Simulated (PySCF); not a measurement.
C₂H₈AlNO, SMILES [O]([AlH][NH2])CC. Atoms are numbered in the order given.

```xyz
13

Al    -0.4286     0.6624     1.0906
H     -1.3223     0.7267     2.3860
O      0.0289    -0.8692     0.5097
C      0.6869    -1.4260    -0.5812
C     -0.0566    -1.1951    -1.8838
H      1.7164    -1.0236    -0.6706
H      0.7974    -2.5128    -0.4109
H     -0.1461    -0.1180    -2.1013
H      0.4631    -1.6707    -2.7302
H     -1.0733    -1.6135    -1.8245
N      0.0861     2.1437     0.2669
H     -0.1561     3.0793     0.5738
H      0.6772     2.1952    -0.5550
```
Charge 0, spin multiplicity 1.

Geometry: PBE0-D3(BJ)/def2-SVP. The structure was generated by enumeration; whether it is a known compound was not checked. Other conformers were not sampled.

The numbers are results of TDDFT-PBE/def2-SVPD (PySCF 2.14.0), not measurements.

Vertical excitations. Isolated molecule, no solvent.

Task: List the lowest excited states. (Estimate from the structure and the level; the computed values follow.)

Result: 
```csv
state,energy (eV),λ (nm),f,main pairs
S1,5.42,229,0.025,"HOMO→LUMO 79 %, HOMO→LUMO+1 19 %"
S2,5.74,216,0.001,"HOMO−1→LUMO 62 %, HOMO→LUMO+1 21 %"
S3,5.83,213,0.009,"HOMO−1→LUMO+1 61 %, HOMO−1→LUMO 24 %, HOMO→LUMO+1 10 %"
S4,5.94,209,0.073,"HOMO→LUMO+1 37 %, HOMO−1→LUMO+1 25 %, HOMO−2→LUMO 17 %, HOMO−1→LUMO 12 %"
S5,6.06,204,0.057,"HOMO−2→LUMO 66 %, HOMO−2→LUMO+1 14 %"
S6,6.35,195,0.046,"HOMO−2→LUMO+1 63 %, HOMO→LUMO+2 19 %, HOMO−2→LUMO 11 %"
S7,6.37,195,0.016,"HOMO→LUMO+2 80 %, HOMO−2→LUMO+1 16 %"
S8,6.56,189,0.013,HOMO→LUMO+3 97 %
S9,6.83,182,0.006,HOMO−1→LUMO+2 97 %
S10,6.97,178,0.018,HOMO−1→LUMO+3 94 %
T1,5.05,246,0,"HOMO→LUMO 61 %, HOMO→LUMO+1 36 %"
T2,5.18,239,0,"HOMO→LUMO+1 61 %, HOMO→LUMO 37 %"
T3,5.57,222,0,"HOMO−1→LUMO 72 %, HOMO−2→LUMO 14 %"
T4,5.72,217,0,"HOMO−1→LUMO+1 39 %, HOMO−2→LUMO+1 25 %, HOMO−1→LUMO 23 %, HOMO−2→LUMO 12 %"
```
Triplets are in the Tamm–Dancoff approximation, which puts them higher than full response would, so one can lie above its singlet here.
